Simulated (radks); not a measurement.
Results of a calculation; reference values are marked as such.
Initial-state core-level shifts of the cadmium ion Cd+ when its valence configuration changes from [Kr] 4d10 5s1. Level of theory: Dirac Kohn-Sham, PBE, spin-unpolarised, spherical densities, point nucleus; open shells are shared between the two j in proportion to 2j + 1 (a radial shooting solver on a logarithmic mesh with Libxc functionals). Shifts are changes of the shell-averaged eigenvalues in eV (positive: less bound).

| valence | 1s | 2p | 3d | 4p |
|---|---|---|---|---|
| 4d10 5s0.5 5p0.5 | -0.826 | -0.800 | -0.809 | -0.829 |
| 4d9 5s2 | -5.421 | -5.725 | -5.634 | -4.836 |
| 4d10 5p1 | -1.626 | -1.573 | -1.592 | -1.632 |
| 4d9 5s1 5p1 | -6.993 | -7.253 | -7.178 | -6.396 |
| 4d8 5s2 5p1 | -12.764 | -13.391 | -13.170 | -11.343 |
| 4d9.5 5s1 5p0.5 | -3.469 | -3.590 | -3.559 | -3.202 |
| 4d9.5 5s1.5 | -2.657 | -2.803 | -2.763 | -2.392 |
| 4d7.5 5s2 5p1.5 | -16.512 | -17.326 | -17.017 | -14.573 |
| 4d8 5s1 5p2 | -14.211 | -14.801 | -14.597 | -12.762 |
